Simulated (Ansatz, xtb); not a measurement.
## Ranking isomers of GaH6NSi

5 gas-phase structures of GaH6NSi, found in a search over its isomers (lower ones may exist). Each was relaxed with GFN2-xTB:

A. a singlet given by its coordinates
B. `[SiH2]=[NH+][GaH3-]`, a singlet
C. `N[SiH2][GaH2]`, a singlet
D. `[NH2][GaH][SiH3]`, a singlet
E. a singlet given by its coordinates

E (Å):

```yaml
atoms:
  - { symbol: Ga, position_ang: [-1.0745, -0.7075, 1.9631] }
  - { symbol: N, position_ang: [-0.5567, -0.8523, -0.0710] }
  - { symbol: Si, position_ang: [1.0651, -0.7281, 0.9631] }
  - { symbol: H, position_ang: [-0.6636, -0.0863, -0.7300] }
  - { symbol: H, position_ang: [-0.6169, -1.7063, -0.6177] }
  - { symbol: H, position_ang: [1.7861, -1.9106, 0.4479] }
  - { symbol: H, position_ang: [1.7316, 0.3899, 0.2598] }
  - { symbol: H, position_ang: [-1.8486, 0.6273, 2.1939] }
  - { symbol: H, position_ang: [-1.7747, -2.0279, 2.4106] }
```

Close contacts (Å): Ga1–N2 2.10, Ga1–Si3 2.36, N2–Si3 1.93, Ga1–H8 1.56, Ga1–H9 1.56, N2–H4 1.02, N2–H5 1.02, Si3–H6 1.48, Si3–H7 1.48.

A (Å):

```xyz
9

Ga   -0.6554   -0.0327    1.6305
N    -0.0498   -0.8881   -0.2524
Si   -0.1955   -2.4432    0.6206
H     1.2874   -2.6503    0.6690
H     0.8191   -0.6421   -0.7204
H    -0.8229   -0.6636   -0.8738
H    -0.2332    1.4364    1.4498
H     0.1719   -0.7808    2.7097
H    -2.1666   -0.3109    1.5565
```

Close contacts (Å): Ga1–N2 2.15, Ga1–Si3 2.65, N2–Si3 1.79, Ga1–H7 1.54, Ga1–H8 1.55, Ga1–H9 1.54, N2–H5 1.02, N2–H6 1.02, Si3–H4 1.50.

Task: Which do you expect lowest at r2SCAN-D4/def2-SVP//GFN2-xTB, and how would the others follow?

Result: Calculated order at r2SCAN-D4/def2-SVP//GFN2-xTB: D (0.0), E (8.1), C (10.8), A (34.8), B (37.2) kcal/mol.

Energies above the lowest of each column, in kcal/mol; the last columns are at r2SCAN-D4/def2-SVP geometries and were run for some of them only (a dash: not run or not comparable):

| structure | GFN2-xTB | HF/STO-3G | r2SCAN-D4/def2-SVP//GFN2-xTB | r2SCAN-D4/def2-SVP | CCSD(T)/def2-TZVP |
| --- | --- | --- | --- | --- | --- |
| D | 0.0 | 0.0 | 0.0 | 0.0 | 0.0 |
| E | 7.4 | 8.8 | 8.1 | 6.3 | 8.4 |
| C | 6.1 | 32.4 | 10.8 | 8.7 | 7.3 |
| A | 7.7 | 29.3 | 34.8 | – | – |
| B | 1.0 | 48.1 | 37.2 | – | – |

Every level run on D puts it lowest or level with the lowest. CCSD(T)/def2-TZVP orders those it was run on as D (0.0), C (7.3), E (8.4) kcal/mol. Some further structures that were screened fall inside this span and aren't listed. Flexible structures stand in one conformer each, not always the lowest. Frequencies (r2SCAN-D4/def2-SVP) were run for C, D, E alone.

Over these structures GFN2-xTB departs from r2SCAN-D4/def2-SVP//GFN2-xTB by 14.4 kcal/mol on average once a common shift is removed. A GFN2-xTB relaxation took about 0.29 s and the r2SCAN-D4/def2-SVP//GFN2-xTB energy about 3.9 s on a shared host (Ansatz 0.2.0, xtb 6.7.1).
